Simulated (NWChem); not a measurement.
C₄H₄F₂; SMILES CC(F)=C=CF

Program: NWChem. Coordinates come from a PBE0/def2-SVP optimisation. Hybrids' shares of exact exchange are those that their runs print; pure functionals count as 0. The functionals differ in more than this share.

```
row                                   share of exact exchange  orbital gap (eV)
------------------------------------  -----------------------  ----------------
PBE/def2-SVP                                             0.00              5.23
LDA (Slater exchange, VWN5)/def2-SVP                     0.00              5.18
B3LYP/def2-SVP                                           0.20              7.04
PBE0/def2-SVP                                            0.25          withheld
PW6B95/def2-SVP                                          0.28              7.67
```

Q: Fit a straight line of the last column on the one before it, predict the withheld value, and compare with the run.

A: 
1. Means of the 4 shown rows: x = 0.120, y = 6.280. Slope Σ(x − x̄)(y − ȳ)/Σ(x − x̄)² = 0.5412/0.06080 = 8.901; intercept 5.212.
2. The shown rows scatter about the line by 0.035 (root mean square); the largest residual is +0.05, at B3LYP/def2-SVP.
3. At x = 0.25 (PBE0/def2-SVP; inside the shown range) the line gives 7.44.
4. The run gives 7.50, +0.06 from the line, 1.7 times the scatter.
